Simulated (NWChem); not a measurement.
System: CH3IOPb, singlet; SMILES C[O][Pb][I]

```xyz
7

Pb     0.4417     0.9548     0.0000
I      0.0388    -1.8687     0.0000
O     -1.5450     1.6126     0.0004
C     -2.7590     0.9329    -0.0003
H     -2.6495    -0.1691     0.0053
H     -3.3594     1.2128     0.8866
H     -3.3540     1.2039    -0.8933
```
Atoms are numbered in this order, from 1.

Computed with NWChem. Low-valent species are run as closed-shell singlets; no triplet was tried in these runs. Coordinates come from a PBE0/def2-SVP optimisation. def2 effective core potentials on I, Pb; no spin-orbit coupling. Ions are spin-unrestricted doublets at the neutral geometry; other ion states weren't tried.

For level r2SCAN/def2-SVP:

- −ε(HOMO) (eV): 6.29

Estimate the same quantities for level B3LYP/def2-SVP.


| Property | Value |
|---|---|
| −ε(HOMO) (eV) | 6.87 |
